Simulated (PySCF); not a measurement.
# Antimony: a sound run and one with changed settings

Sound run: Sb⁺ [Kr] 4d10 5s2 5p2, Sb²⁺ [Kr] 4d10 5s2 5p1. All numbers are calculated (PySCF 2.14, a scalar-relativistic core potential, in cc-pVDZ-PP with ECP28MDF (4s3p2d, 23 functions)). The sound run starts from symmetry-adapted Hartree-Fock orbitals and uses a fine grid where one is needed.

Changed run: 14 angular points. This setting is unsound on purpose.

```tsv
species	method	sound run (hartree)	changed run (hartree)	converged
Sb⁺	UHF	-238.95660	-238.95660	yes
Sb⁺	r2SCAN	-239.96681	-239.96867	yes
Sb⁺	PBE0	-239.88476	-239.88505	yes
Sb²⁺	UHF	-238.36855	-238.36855	yes
Sb²⁺	r2SCAN	-239.35482	-239.35461	yes
Sb²⁺	PBE0	-239.27719	-239.27695	yes
```

Ionisation energy of Sb⁺:

```csv
method,sound run (eV),changed run (eV)
UHF,16.002,16.002
r2SCAN,16.653,16.709
PBE0,16.533,16.547
```

A coarse angular grid integrates products of high-l functions wrongly, so density functionals can shift, and the SCF can exploit the error; Hartree-Fock and MP2 need no grid.

For comparison, NIST gives 16.626 ± 0.025 eV between the lowest levels.
